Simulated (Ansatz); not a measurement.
The cluster HfAl6, relaxed as a singlet with RKS r2SCAN-D4/def2-SVP in Ansatz, starting from the GFN1-xTB geometry. Force threshold 0.02 eV/Å.

In the def2 sets Hf takes a core potential; there is no spin–orbit coupling. The restricted singlet is unstable towards broken spin symmetry in Hartree–Fock (as tested in another run); at r2SCAN-D4/def2-SVP this wasn't settled. Another isomer (singlet) lies 0.82 eV lower at PBE0-D4/def2-TZVP; other spin states weren't run for this one.

Start:

```csv
atom,x (Å),y (Å),z (Å)
Hf1,1.5374,0.8257,1.9028
Al2,-1.1035,-1.2939,-1.2062
Al3,2.2778,0.6130,-0.8573
Al4,-2.5094,-0.9452,0.9700
Al5,-1.3016,1.2171,1.7695
Al6,-0.3007,1.1893,-0.6819
Al7,1.3999,-1.6060,-1.8969
```

```
step  energy (eV)  largest force component (eV/Å)  SCF passes
   1  -40867.2023                           1.810         108
   2  -40867.8813                           1.021          49
   3  -40868.2704                           0.685          37
   4  -40868.6796                           0.374          37
   5  -40868.8623                           0.231          40
   6  -40868.9443                           0.208          48
   7  -40869.0675                           0.569          43
   8  -40869.2854                           0.476          41
   9  -40869.4465                           0.234          38
  10  -40869.5251                           0.165          33
  11  -40869.5683                           0.223          33
  12  -40869.5994                           0.205          33
  13  -40869.6260                           0.130          35
  14  -40869.6487                           0.130          34
  15  -40869.6915                           0.187          38
  16  -40869.7309                           0.135          40
  17  -40869.7382                           0.232          39
  18  -40869.7523                           0.056          34
  19  -40869.7554                           0.063          33
  20  -40869.7587                           0.057          33
  21  -40869.7598                           0.019          33
  22  -40869.7603                           0.011          32
```

Force components are those of the run's own axes.

End:

```xyz
7

Hf    0.702    0.119    1.636
Al   -0.203   -1.565   -0.483
Al    2.370   -0.210   -0.543
Al   -1.869   -0.784    1.278
Al   -1.555    1.762    1.358
Al   -0.187    1.100   -0.701
Al    0.743   -0.423   -2.546
```

Bonds formed: Hf1–Al2, Hf1–Al4, Al6–Al7 (atoms count from 1).

The force fell under the threshold at step 21, but the optimiser went on. No frequencies were taken in this run, so the end may be a saddle point.

Hardware: 4 threads of Arm Neoverse V1 on a shared host. Wall time 2.4 min.
